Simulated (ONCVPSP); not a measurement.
# How hard is this Re (Z = 75) ONCV potential?

Re (Z = 75), optimised norm-conserving Vanderbilt (ONCV), made with ONCVPSP 4.0.1 (PBE, scalar-relativistic). Core [Kr] 4d10 4f14, reference 5s2 5p6 5d5 (charge +2). Waves: 5s: rc 1.10 bohr, ncon 4, nbas 7, qcut 5.4 1/bohr, 2 projectors, debl 1 Ha; 5p: rc 1.75 bohr, ncon 4, nbas 8, qcut 8.2 1/bohr, 1 projector; 5d: rc 2.30 bohr, ncon 3, nbas 7, qcut 8 1/bohr, 2 projectors, debl 1.8 Ha. Local part: polynomial inside 1.10 bohr (lpopt 5, dvloc0 -1 Ha). Core correction: Teter function, fcfact 4.75, rcfact 1.25.

In the s channel the program set the typed energies aside and used -3.744, 0.250 Ha.

Task: For each optimised wave give the share of its norm inside rc, the residual kinetic energy above qcut (Ha) and the cutoffs (Ha) for errors of 10, 1, 0.1 and 0.01 mHa per electron.

Result:

| wave | norm inside rc | residual KE | 10 mHa | 1 mHa | 0.1 mHa | 0.01 mHa |
| --- | --- | --- | --- | --- | --- | --- |
| 5s | 0.613 | 1.0e-01 | 74.2 | 97.4 | 112.7 | 162.0 |
| s projector 2 | 0.027 | 1.8e-02 | 16.7 | 44.8 | 91.1 | 145.8 |
| 5p | 0.897 | 3.7e-07 | 9.2 | 19.8 | 25.3 | 28.9 |
| 5d | 0.795 | 6.6e-10 | 11.9 | 15.6 | 19.0 | 21.8 |
| d projector 2 | 0.125 | 7.4e-10 | 11.6 | 15.6 | 19.3 | 22.4 |

The occupied waves need 97 Ha and 113 Ha for 1 and 0.1 mHa.
